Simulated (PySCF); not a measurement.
## C₆ coefficients of unlike pairs at UHF

Calculated with PySCF 2.14 from the dipole response of each species, C₆(A,B) = (3/π) ∫ α_A(iu) α_B(iu) du, in atomic units, from isotropic polarisabilities. For ions this is the dispersion term alone; charge-induced terms of lower order in 1/R come first.

| species | configuration | basis | relativity | α (bohr³) | C₆ (like pair) |
| --- | --- | --- | --- | --- | --- |
| Rh³⁺ | [Kr] 4d6 (5D) | aug-cc-pwCVDZ-PP with ECP28MDF (6s6p5d3f) | core potential | 4.383 | 19.80 |
| Xe²⁺ | [Kr] 4d10 5s2 5p4 (3P) | aug-cc-pVTZ-DK3 (8s7p5d2f) | spin-free X2C | 12.79 | 89.02 |
| Sc⁺ | [Ar] 3d1 4s1 (3D) | aug-cc-pwCVTZ-DK (10s9p7d4f3g) | spin-free X2C | 76.33 | 564.1 |
| Cl | [Ne] 3s2 3p5 (2P) | dyall-av3z (19s12p3d2f) | spin-free X2C | 13.92 | 87.83 |

Question: Estimate C₆ for Cl with Sc⁺.

Answer: The integral gives 180.0. The combination rule 2 C_A C_B / (C_A α_B/α_A + C_B α_A/α_B) gives 169.5 and the geometric mean 222.6.

No spin-orbit coupling is included.

The other pairs:

```tsv
pair	C₆
Cl, Xe²⁺	88.04
Sc⁺, Xe²⁺	173.0
Xe²⁺, Rh³⁺	39.95
Cl, Rh³⁺	38.42
Sc⁺, Rh³⁺	67.07
```
